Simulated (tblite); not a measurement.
Compound: C₆H₁₀ClFSi.
Cartesian coordinates in Å at the GFN2-xTB level; atoms count from 1:
```
atom  x, y, z in Å
C1     3.0850   -0.0768    0.0732
C2     1.8459   -0.0422    0.5337
Cl3    1.5798   -0.1190    2.2514
C4     0.6047    0.0105   -0.2737
C5    -0.2942    1.2054    0.0811
C6    -1.7054    0.9126   -0.4092
F7    -1.7054    0.9191   -1.7969
C8    -2.1247   -0.4709    0.0727
Si9   -0.5421   -1.5262   -0.0700
H10    3.9399   -0.1447    0.7218
H11    3.2770   -0.0345   -0.9842
H12    0.8975    0.0995   -1.3227
H13   -0.3328    1.3382    1.1628
H14    0.0832    2.1258   -0.3685
H15   -2.4134    1.6988   -0.1173
H16   -2.9578   -0.8317   -0.5263
H17   -2.4710   -0.3956    1.1020
H18   -0.5012   -2.3556   -1.2743
H19   -0.2748   -2.3035    1.1370
```

All values are computed: GFN2-xTB (tblite) harmonic vibrations without scaling, gas phase. This tight-binding method is rough: wavenumbers can miss measured ones by several per cent, in bad cases by 10 to 20. Modes of hydrogen on silicon can be 10 to 20 % off. One conformer, not necessarily the lowest.

Harmonic wavenumbers (cm⁻¹): 45.0, 57.1, 109.2, 149.0, 175.7, 291.4, 348.5, 377.8, 424.5, 441.9, 484.2, 517.9, 543.1, 601.0, 650.4, 656.7, 679.9, 722.3, 762.2, 770.0, 783.0, 864.2, 891.4, 920.7, 960.7, 991.4, 1029.6, 1083.8, 1118.0, 1148.2, 1178.7, 1209.4, 1213.3, 1266.8, 1281.8, 1305.7, 1317.3, 1394.2, 1456.6, 1469.2, 1687.7, 2281.0, 2303.2, 2905.3, 2958.2, 2985.0, 2998.4, 3007.1, 3025.6, 3116.6, 3146.9.

A = 1990, B = 749.1, C = 709.0 MHz; mass 164.022 u (most abundant isotopes); point group C1, symmetry number 1.

Q: Zero-point energy?

A: Half the sum of the wavenumbers: 31053 cm⁻¹ = 371.48 kJ/mol.

Q: Give the ideal-gas entropy at 350 K and 1 bar in the rigid-rotor, harmonic-oscillator model (classical rotation).

A: Translation 175.79, rotation 127.93, vibration 144.50: S = 448.2 J/(mol K).

Q: And Cp and H(350 K) − H(0)?

A: Cp = 193.95 J/(mol K), of which vibrations give 160.69 (their classical limit is 51 R = 424.0); H(350 K) − H(0) = 38.60 kJ/mol without the zero-point energy, 26.96 from vibrations.

Q: What must be added to the electronic energy to get the Gibbs energy at 350 K and 1 bar?

A: ZPE + [H(350 K) − H(0)] − T·S = 371.48 + 38.60 − 156.88 = 253.20 kJ/mol.

Q: Which modes carry the vibrational entropy at 350 K?

A: 45.0 cm⁻¹: 22.36; 57.1 cm⁻¹: 20.38; 109.2 cm⁻¹: 15.04; 149.0 cm⁻¹: 12.52; 175.7 cm⁻¹: 11.20; 291.4 cm⁻¹: 7.29 J/(mol K); the other 45 give 55.71 together.

Hindered rotation and anharmonicity are outside this model. Other conformers, if any are populated, would add a mixing term that is left out. The structure is chiral; the term R ln 2 for an equal mix with its mirror image is left out.
